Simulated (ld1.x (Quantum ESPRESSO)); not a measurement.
# Before and after: ultrasoft potential for Pb

lead, ultrasoft, made with ld1.x (Quantum ESPRESSO) 7.5 (LDA (PZ), scalar-relativistic). Core [Xe] 4f14 5d10, reference 6s2 6p2. Waves: 6s (bound): rcut 1.70, rcutus 2.10 bohr; 6s channel at -0.05 Ry: rcut 1.70, rcutus 2.10 bohr; 6p (bound): rcut 2.10, rcutus 2.85 bohr; 6p channel at 0.65 Ry: rcut 2.10, rcutus 2.85 bohr. Local part: all-electron potential smoothed inside 2.35 bohr (lloc = -2). Core correction: none. Augmentation charge: built from norm-conserving waves at rcut, not smoothed further.

Change: core correction a·sin(br)/r model core inside 1.88 bohr.

Cutoffs: the cutoffs (Ry, on a coarse ladder) from which the occupation-weighted sum of valence levels, in a spherical-Bessel basis at the reference potential, stays within 10 and 1 mRy of its value at 400 Ry; they do not see the model core or the augmentation charge, which bear on the density cutoff. Errors are all-electron minus pseudo energies relative to the spin-unpolarised reference configuration.

Q: Predict the effect on cutoff, ghosts and configuration errors.

A: Both files are so soft that the ladder of cutoffs tells neither apart; of the 9 tests that both files solve, the error grows in 6 and shrinks in 3 by more than 15 % and 0.3 meV (median size 44.0 → 19.8 meV); neither file shows a bound ghost. A model core, the more so a compact one, raises the density cutoff, which this test does not measure.

| quantity | base | changed |
| --- | --- | --- |
| cutoff, loose | 8 Ry | 8 Ry |
| cutoff, tight | 10 Ry | 10 Ry |
| bound ghosts | none | none |
| error for 6s2 6p1, meV [ΔE 6.83 eV] | +6.5 | -18 |
| error for 6s2 6p0, meV [ΔE 20.59 eV] | +63 | -120 |
| error for 6s1 6p0, meV [ΔE 53.47 eV] | +251 | -601 |
| error for 6s1 6p2, meV [ΔE 16.43 eV] | +4.5 | -89 |
| error for 6s2 6p1.5, meV [ΔE 2.61 eV] | +0.7 | -3.6 |
| error for 6s2 6p2.3, meV [ΔE -0.86 eV] | +0.7 | 0.0 |
| error for 6s0 6p4, meV [ΔE 18.03 eV] | +93 | -133 |
| error for 6s2 6p2 (spin-polarised), meV [ΔE -0.45 eV] | +88 | -2.8 |
| error for 6s2 6p1 (spin-polarised), meV [ΔE 6.69 eV] | +44 | -20 |
| s: phases at 3.12 bohr within 0.05 rad from the reference energy up to (Ry; the scan ends near 5) | to the end of the scan | to the end of the scan |
| p: phases at 3.12 bohr within 0.05 rad from the reference energy up to (Ry; the scan ends near 5) | 3.4 | 3.4 |
| lowest overlap eigenvalue by channel | s 0.34, p 0.54 | s 0.34, p 0.54 |
